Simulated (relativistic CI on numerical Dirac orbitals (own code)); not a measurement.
# What each ingredient does to the levels of Sr XXIII

Base calculation: Dirac-Coulomb-Breit CI, KLI orbitals optimised for each configuration, model QED (radiative potential, 1s self-energy scaled to tabulated hydrogen-like ionisation energies), unscaled Slater integrals.

Configurations in the expansion (outside the closed core [Ne]): 3s2 3p4, 3s 3p5, 3s2 3p3 3d, 3p6, 3s 3p4 3d, 3p5 3d, 3s 3p3 3d2, 3s2 3p2 3d 4p, 3p5 4s, 3s2 3p3 4s, 3p5 4p, 3s 3p3 3d 4s, 3s2 3p3 4p, 3s2 3p2 3d2, 3s2 3p 3d3, 3s 3p2 3d3, 3s2 3p 3d2 4s, 3s2 3p 3d2 4p, 3p4 3d2, 3p3 3d3, 3p3 3d2 4s, 3p3 3d2 4p. Double excitations out of closed p, d and f shells are left out; levels of such configurations are missing from the list, as are those of other unlisted configurations, and high levels can miss mixing partners.

Variants: (1) valence Slater integrals scaled by 0.9; (2) QED terms removed; (3) non-relativistic limit. Shifts of the energy above 3s2 3p4 3P_2, in cm⁻¹, for the lowest level and the first level of each name with at least 55 % of one term (blank where a level changes its place among those of its configuration and J or its character, or is not in the variant):

```csv
Level,Base,Δ(1),Δ(2),Δ(3)
3s2 3p4 3P_2,0,0,0,0
3s2 3p4 3P_0,54702,-3578,-14,-54701
3s2 3p4 3P_1,104096,+1162,-233,-104096
3s2 3p4 1D_2,144418,-3075,-222,-90837
3s2 3p4 1S_0,280389,-5067,-390,-156431
3s 3p5 3P°_2,614359,+13460,+2150,-118572
3s 3p5 3P°_1,662453,+12038,+1927,-166667
3s 3p5 3P°_0,720172,+14087,+1655,-224385
3s2 3p3 3d 5D°_3,767255,+7053,+177,-75431
3s2 3p3 3d 5D°_0,774053,+7331,+410,-82229
3s2 3p3 3d 5D°_1,777240,+7750,+290,-85416
3s2 3p3 3d 5D°_4,785506,+7436,+106,-93682
3s2 3p3 3d 3D°_1,858709,+5198,+45,-116965
3s2 3p3 3d 1S°_0,866657,+4866,+61,-105758
3s2 3p3 3d 3F°_3,876437,+4233,+20,-115732
3s2 3p3 3d 3F°_4,917629,+371,-3,
3s2 3p3 3d 1G°_4,934086,-789,-7,-108713
3s2 3p3 3d 3G°_5,941420,-412,-59,-134294
3s2 3p3 3d 3P°_1,978957,-5126,+162,
3s2 3p3 3d 3P°_0,980367,-2861,+35,-109057
3s2 3p3 3d 3D°_2,998355,-5419,-10,
3s2 3p3 3d 3S°_1,1080244,-16010,+397,
```

At this charge energies of transitions that change n are usually good to better than 1 %, and those within a shell (Δn = 0) to a few per cent.

Ionisation energy from the two ground configurations alone: base 1037.61 eV; valence Slater integrals scaled by 0.9 1037.86 eV. The NIST ASD value (semi-empirical) is 1038 eV.

LS names give the leading component of a level, which can be under half, so a name can repeat, a term be missing and a line seem to break the LS rules.
